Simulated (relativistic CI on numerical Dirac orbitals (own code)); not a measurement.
Radial Dirac CI calculation of Au XXXVIII.

Command:

```sh
python run_levels.py task.json out
```

Input:

```
atom Au  Z=79  charge=37  electrons=42
nucleus A=197  rms_radius_fm=5.4371
hamiltonian dirac-coulomb  breit=on  qed=off  c_scale=1
orbitals kli  potential=per-configuration
slater_scale 1
correlation none
mixing on
grid step=0.04 r_max=3.9
scf mixing=0.4 start=bare max_iterations=150 tolerance=2e-08 node_fill=0.05
configurations
  [Kr] 4d6
  [Ar] 3d10 4s2 4p5 4d7
  [Ar] 3d10 4s2 4p4 4d8
end
```

Output:

```
SCF 1: [Kr] 4d6
 iter      energy (Ha)   residual   last orbital (Ha)
    1    -17690.900229   1.30e+01   -197.44184
    2    -18057.200850   7.97e+00   -134.63201
    3    -18229.865819   1.10e+00    -61.05500
    4    -18233.669853   7.91e-01    -65.71092
    5    -18236.368808   1.20e-02    -62.59802
    6    -18236.369869   1.53e-03    -62.54406
    7    -18236.369902   1.75e-04    -62.54475
    8    -18236.369895   3.51e-06    -62.54532
    9    -18236.369895   2.73e-06    -62.54531
   10    -18236.369895   2.85e-08    -62.54530
   11    -18236.369895   1.13e-08    -62.54530
SCF 2: [Ar] 3d10 4s2 4p5 4d7
 iter      energy (Ha)   residual   last orbital (Ha)
    1    -17677.835273   1.30e+01   -197.44184
    2    -18046.805026   7.97e+00   -134.55887
    3    -18220.561961   1.10e+00    -61.00824
    4    -18224.664676   7.60e-01    -65.54558
    5    -18227.142238   1.34e-02    -62.53714
    6    -18227.143405   1.38e-03    -62.47763
    7    -18227.143438   2.10e-04    -62.47733
    8    -18227.143431   4.06e-06    -62.47807
    9    -18227.143431   3.52e-06    -62.47807
   10    -18227.143432   3.09e-08    -62.47805
   11    -18227.143432   1.04e-08    -62.47805
SCF 3: [Ar] 3d10 4s2 4p4 4d8
 iter      energy (Ha)   residual   last orbital (Ha)
    1    -17664.601239   1.30e+01   -197.44184
    2    -18036.273698   7.98e+00   -134.48619
    3    -18211.105633   1.11e+00    -60.94905
    4    -18215.542021   7.27e-01    -65.37828
    5    -18217.792275   1.44e-02    -62.47464
    6    -18217.793506   7.47e-04    -62.41399
    7    -18217.793555   2.40e-04    -62.41044
    8    -18217.793548   8.45e-06    -62.41135
    9    -18217.793548   3.83e-06    -62.41133
   10    -18217.793548   5.95e-08    -62.41132
   11    -18217.793548   1.49e-09    -62.41132
orbital energies (Ha): 3p3/2 -156.8452  3d3/2 -141.2994  3d5/2 -138.0362  4s -78.7914  4p1/2 -74.6653  4p3/2 -70.1372  4d3/2 -63.4946  4d5/2 -62.5453
configuration averages (Ha): Dirac-Coulomb, Breit, QED
  4p6 4d6                     -18236.369895   21.414358    0.000000
  4p5 4d7                     -18227.143432   21.365923    0.000000
  4p4 4d8                     -18217.793548   21.317959    0.000000
levels: no., configuration, term, J, E (cm-1), weight
   1 4p6 4d6                3F   4                0.0  0.40
   2 4p6 4d6                3P   2            25112.5  0.41
   3 4p6 4d6                3P   0            80524.8  0.51
   4 4p6 4d6                5D   3           172429.1  0.65
   5 4p6 4d6                5D   4           181899.7  0.43
   6 4p6 4d6                5D   1           187677.2  0.50
   7 4p6 4d6                3G   5           213699.5  0.61
   8 4p6 4d6                3H   6           216906.9  0.68
   9 4p6 4d6                3F   2           232894.0  0.48
  10 4p6 4d6                3D   3           238260.5  0.31
  11 4p6 4d6                3P   0           270555.7  0.71
  12 4p6 4d6                3P   1           282706.3  0.61
  13 4p6 4d6                3D   2           283078.4  0.35
  14 4p6 4d6                1G   4           285569.6  0.41
lowest total energy -18216.610718 Ha
end: converged
```

Against the reference input this run has: QED terms off, grid step 0.04, start potential bare. The reference run ends at -18201.767360 Ha with Breit and QED terms.
